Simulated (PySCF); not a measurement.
Order these species by their calculated properties.

Each SMILES stands for a single optimised conformer of the isolated species, non-relativistic unless stated. Electronic properties by PySCF.

The conformers computed, where there is a choice (atom-mapped SMILES and torsion angles):
- `[H]/[N:1]=[CH:2]\[SiH2:3][Br:4]`: N1–C2–Si3–Br4 1°
- `[O:1]=[C:2]([OH:3])[c:4]1[cH:5][n:6][cH:7][n:8]1[SiH3:9]`: O1–C2–C4–C5 180°, H–O3–C2–O1 0°
- `[CH:1]#[C:2][P:3]([N:4]([CH3:5])[CH3:6])[C:7]([CH3:8])([CH3:9])[CH3:10]`: C2–P3–N4–C5 -27°, C2–P3–C7–C8 175°
- `[CH3:1][O:2][c:3]1[cH:4][cH:5][p:6][cH:7][n:8]1`: C1–O2–C3–C4 180°

(1) Rank by electronic spatial extent ⟨r²⟩ about the centre of nuclear charge, lowest first (CAM-B3LYP/def2-SVPD at PBE0-D3(BJ)/def2-SVP geometries).
A. `O=C(O)c1cncn1[SiH3]`
B. `CCC#CC(F)(F)F`
C. `[H]/N=C\[SiH2]Br`
D. `[SiH3][S][GaH2]`

(2) Give the two extremes of that set in Å².

(3) Rank by HOMO energy, highest first (CAM-B3LYP/def2-SVPD at PBE0-D3(BJ)/def2-SVP geometries).
A. `c1ncn([SiH3])c1C(O)=O`
B. `[SiH3][S][GaH2]`
C. `[H]/N=C\[SiH2]Br`
D. `CCC#CC(F)(F)F`

(4) By how much do the two ends of that ranking differ?

(5) Rank by lowest singlet excitation, highest first (TDDFT CAM-B3LYP/def2-SVPD at PBE0-D3(BJ)/def2-SVP geometries).
A. `[SiH3][S][GaH2]`
B. `c1ncn([SiH3])c1C(=O)O`
C. `CCC#CC(F)(F)F`
D. `[H]/N=C\[SiH2]Br`

(6) Give the two extremes of that set as wavelengths.

(7) Rank by static isotropic polarisability, highest first (CAM-B3LYP/def2-SVPD at PBE0-D3(BJ)/def2-SVP geometries).
A. `FC(C#CCC)(F)F`
B. `[SiH3][S][GaH2]`
C. `[H]/N=C\[SiH2]Br`
D. `O=C(O)c1cncn1[SiH3]`

(8) By how much do the two ends of that ranking differ?

(9) Rank by smallest rotational constant, highest first (PBE0-D3(BJ)/def2-SVP).
A. `CCC#CC(F)(F)F`
B. `C#CP(N(C)C)C(C)(C)C`
C. `[H]/N=C\[SiH2]Br`
D. `COc1ccpcn1`

(10) Rank by HOMO–LUMO gap, lowest first (CAM-B3LYP/def2-SVPD at PBE0-D3(BJ)/def2-SVP geometries).
A. `[SiH3][S][GaH2]`
B. `O=C(O)c1cncn1[SiH3]`
C. `CCC#CC(F)(F)F`
D. `[SiH2](/C=N\[H])Br`

Answers

(1) C (707 bohr²), D (723 bohr²), A (1316 bohr²), B (1344 bohr²).

(2) `[H]/N=C\[SiH2]Br`: 198 Å²; `CCC#CC(F)(F)F`: 376 Å².

(3) A (-8.60 eV), B (-8.90 eV), C (-9.05 eV), D (-9.89 eV).

(4) By 1.29 eV, between `O=C(O)c1cncn1[SiH3]` and `CCC#CC(F)(F)F`.

(5) C (6.33 eV), B (5.40 eV), A (5.16 eV), D (4.41 eV).

(6) `[H]/N=C\[SiH2]Br`: 281 nm; `CCC#CC(F)(F)F`: 196 nm.

(7) D (92.8 au), B (80.0 au), C (67.1 au), A (63.2 au).

(8) By 29.6 au, between `O=C(O)c1cncn1[SiH3]` and `CCC#CC(F)(F)F`.

(9) C (1.576 GHz), D (0.955 GHz), A (0.850 GHz), B (0.773 GHz).

(10) A (8.07 eV), B (8.21 eV), D (8.92 eV), C (10.73 eV).
